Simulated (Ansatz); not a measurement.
`[F][In]([F])[SiH3]` + `C=C[Si](N)(Cl)OC` → `C=C[Si](N)(Cl)O[SiH3]` + `[CH3][In]([F])[F]`  (redistribution)

Gas-phase electronic energies from Ansatz, PBE0-D4/def2-TZVP geometries. CCSD(T)/CBS adds triple-zeta CCSD(T) − MP2 to the extrapolated MP2 energy (def2 sets, frozen cores). DFT in def2-TZVPP. Elements past krypton have def2 core potentials. For In outer-core shells are correlated without core-valence functions, which leaves a few kJ/mol of doubt a bond. Each species was taken in one conformer, which may not be the lowest.

Task: Is it downhill or uphill in electronic energy at CCSD(T)/CBS, and by how much? (Estimate.)

Result: Ansatz gave: Downhill: ΔE = -152.0 kJ/mol.

Task: What do these levels give: ωB97M-V, B2PLYP, MP2/def2-TZVPP, SCS-MP2/def2-TZVPP, HF/def2-QZVPP, MP2/def2-QZVPP? (Estimate.)

Result: Computed: ωB97M-V -145.7, B2PLYP -148.5, MP2/def2-TZVPP -161.9, SCS-MP2/def2-TZVPP -159.4, HF/def2-QZVPP -160.0, MP2/def2-QZVPP -163.2 kJ/mol.

Largest T1 diagnostic among the species: 0.016.

From PBE to PBE0 (25 % exact exchange), in def2-TZVPP and without D4, ΔE moves by −9.1 kJ/mol.
